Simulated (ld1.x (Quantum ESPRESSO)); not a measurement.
# Wu–Cohen RRKJ dataset for W, scalar-relativistic all-electron reference.

ld1.x (Quantum ESPRESSO) 7.5 input, shortened:

```
&input
   title='W', zed=74., rel=1, dft='WC', iswitch=3,
   config='[Xe] 4f14 5d4 5f-2 6s2 6p0'
 /
 &inputp
   pseudotype=2, tm=.false., lloc=2,
   nlcc=.false.
 /
4
5S  1  0   2.00   0.00  1.45  1.45  0.0
5P  2  1   6.00   0.00  1.55  1.55  0.0
5F  4  3  -2.00  -0.15  1.30  1.30  0.0
5D  3  2   4.00   0.00  1.65  1.65  0.0
 &test
   configts(1)='5s2 5p6 5d4 6s2 6p0'
 /
```

Occupied shells without a wave of their own: 6s. They enter only through the test configuration that unscreens the potential.

Question: Is a potential produced?

Answer: No. ld1.x (Quantum ESPRESSO) 7.5 stopped with "compute_chi: n is too large": the Bessel-function wave could not be built (negative determinant in compute_phi), and the routine for χ then failed on it.
